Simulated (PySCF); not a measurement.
Here is a job for PySCF.
```python
from pyscf import gto, scf, dft

mol = gto.Mole()
mol.atom = '''
    Si    0.79363529   -0.21555453    0.71731260
    H     1.84239167   -0.41540957   -0.31289751
    Cl   -0.76195798    0.20195136   -0.57232229
'''
mol.basis = '6-311g**'
mol.verbose = 4
mol.build()

mf = dft.RKS(mol)
mf.xc = 'wb97x_v'
mf.kernel()
```

Question: What does this run give for the HOMO energy, Mulliken (on the basis functions themselves) charges in atom order, total energy, nuclear repulsion energy, dipole moment, number of basis functions?

Answer: 
* **HOMO energy**: -9.26 eV
* **Mulliken (on the basis functions themselves) charges in atom order**: Si1 0.46, H2 -0.16, Cl3 -0.30
* **total energy**: -750.1714 Eh
* **nuclear repulsion energy**: 69.3781 Eh
* **dipole moment**: 1.47 D
* **number of basis functions**: 58
